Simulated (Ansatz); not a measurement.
```xyz
12

S    -2.220   -2.395   -0.846
Al   -0.738   -0.912   -0.271
C     0.534   -0.506    1.171
N     0.765    0.920    0.847
C     0.670    1.180   -0.576
O    -0.394    0.481   -1.210
H    -2.508   -1.725   -1.977
H     1.477   -1.060    1.106
H     0.189   -0.603    2.201
H     0.076    1.485    1.329
H     0.535    2.254   -0.723
H     1.613    0.881   -1.051
```

The species carries charge 0 and has multiplicity 1.

List the CAM-B3LYP/def2-TZVPP orbital energies in eV (the Gaussian-basis code of Ansatz). (An estimate is asked.)

Ansatz gave: Occupied: -2419.75, -1526.51, -521.84, -391.37, -280.62, -279.06, -217.82, -162.39, -162.29, -162.22, -114.57, -75.29, -75.14, -75.11, -29.44, -26.38, -21.98, -20.85, -18.70, -16.00, -14.36, -14.19, -13.41, -12.91, -12.45, -11.74, -10.53, -10.14, -9.63, -9.10, -7.77. Lowest empty: 0.51, 0.58, 1.37, 2.05, 2.19, 3.03, 3.62, 3.84.
